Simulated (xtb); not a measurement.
C5H9NO, singlet, at a GFN2-xTB geometry; xtb with GFN0-xTB.

The xtb input:
```
$ xtb mol.xyz --gfn 0 --etemp 3000 --json

# file mol.xyz
16

C      2.10718030    -0.10566990     0.05077275
N      0.69270521     0.08905907    -0.09332066
C      0.14997135     0.98033666    -1.08972839
C     -1.32752946     1.09849129    -0.69883366
C     -1.60250964    -0.19679329     0.06324944
C     -0.23541035    -0.62430679     0.57963264
O     -0.00257823    -1.45674522     1.42691988
H      2.59806457     0.83177957     0.32361649
H      2.54565104    -0.47833752    -0.87929269
H      2.25899065    -0.83912003     0.84118692
H      0.27013507     0.54960589    -2.09371243
H      0.67024368     1.94223616    -1.06616009
H     -1.46840915     1.95525366    -0.03929380
H     -1.97158737     1.22354647    -1.56688659
H     -2.30886961    -0.08111558     0.88246881
H     -1.97274293    -0.98564829    -0.59459778
```

The log (banner, timings and long lists left out):

```
   ID    Z sym.   atoms
    1    6 C      1, 3-6
    2    7 N      2
    3    8 O      7
    4    1 H      8-16

           -------------------------------------------------
          |                Calculation Setup                |
           -------------------------------------------------

           -------------------------------------------------
          |                 G F N 0 - x T B                 |
           -------------------------------------------------

          ...................................................
          :                      SETUP                      :
          :.................................................:
          :  # basis functions                  46          :
          :  # atomic orbitals                  46          :
          :  # shells                           32          :
          :  # electrons                        40          :
          :  electronic temp.         3000.0000000     K    :
          :  accuracy                    1.0000000          :
          :  -> integral cutoff          0.2500000E+02      :
          :  -> integral neglect         0.1000000E-07      :
          ...................................................

         :::::::::::::::::::::::::::::::::::::::::::::::::::::
         ::                     SUMMARY                     ::
         :::::::::::::::::::::::::::::::::::::::::::::::::::::
         :: total energy             -21.831795676613 Eh    ::
         :: gradient norm              0.012033217013 Eh/a0 ::
         :: HOMO-LUMO gap              4.719863482424 eV    ::
         ::.................................................::
         :: H0 energy                -21.980730654465 Eh    ::
         :: repulsion energy           0.284479214643 Eh    ::
         :: electrostat energy        -0.080817435084 Eh    ::
         :: -> Gsolv                   0.000000000000 Eh    ::
         ::    -> Gsasa                0.000000000000 Eh    ::
         ::    -> Gshift               0.000000000000 Eh    ::
         :: dispersion energy         -0.005094605602 Eh    ::
         :: short-range corr.         -0.049632196105 Eh    ::
         :: add. restraining           0.000000000000 Eh    ::
         :: total charge               0.000000000000 e     ::
         :::::::::::::::::::::::::::::::::::::::::::::::::::::

           -------------------------------------------------
          |                Property Printout                |
[...]
    11   1 H        0.923     0.056     2.249     2.345
    12   1 H        0.924     0.054     2.269     2.355
    13   1 H        0.924     0.106     1.736     2.060
    14   1 H        0.925     0.089     1.884     2.146
    15   1 H        0.925     0.118     1.634     1.999
    16   1 H        0.924     0.111     1.690     2.033

 Mol. C6AA /au·bohr⁶  :       2235.966006
 Mol. C8AA /au·bohr⁸  :      49485.526564
 Mol. α(0) /au        :         70.432267

Wiberg/Mayer (AO) data.
largest (>0.10) Wiberg bond orders for each atom

 ---------------------------------------------------------------------------
     #   Z sym  total        # sym  WBO       # sym  WBO       # sym  WBO
 ---------------------------------------------------------------------------
     1   6 C    3.941 --    10 H    0.979     8 H    0.978     9 H    0.977
                             2 N    0.959
     2   7 N    3.368 --     6 C    1.243     1 C    0.959     3 C    0.950
                             7 O    0.172
     3   6 C    3.950 --     4 C    1.006    12 H    0.976    11 H    0.971
                             2 N    0.950
     4   6 C    3.990 --     5 C    1.011     3 C    1.006    14 H    0.980
                            13 H    0.979
     5   6 C    3.989 --     4 C    1.011    15 H    0.970    16 H    0.960
                             6 C    0.957
     6   6 C    3.885 --     7 O    1.618     2 N    1.243     5 C    0.957
     7   8 O    1.916 --     6 C    1.618     2 N    0.172
     8   1 H    0.987 --     1 C    0.978
     9   1 H    0.986 --     1 C    0.977
    10   1 H    0.993 --     1 C    0.979
    11   1 H    0.986 --     3 C    0.971
    12   1 H    0.987 --     3 C    0.976
    13   1 H    0.983 --     4 C    0.979
    14   1 H    0.984 --     4 C    0.980
    15   1 H    0.987 --     5 C    0.970
    16   1 H    0.985 --     5 C    0.960
 ---------------------------------------------------------------------------

Topologies differ in total number of bonds
Writing topology from bond orders to xtbtopo.mol

 dipole moment from electron density (au)
     X       Y       Z
   0.1599   1.3195  -1.4163  total (Debye):    4.937

           -------------------------------------------------
          | TOTAL ENERGY              -21.831795676613 Eh   |
          | GRADIENT NORM               0.012033217013 Eh/α |
          | HOMO-LUMO GAP               4.719863482424 eV   |
           -------------------------------------------------

normal termination of xtb
```
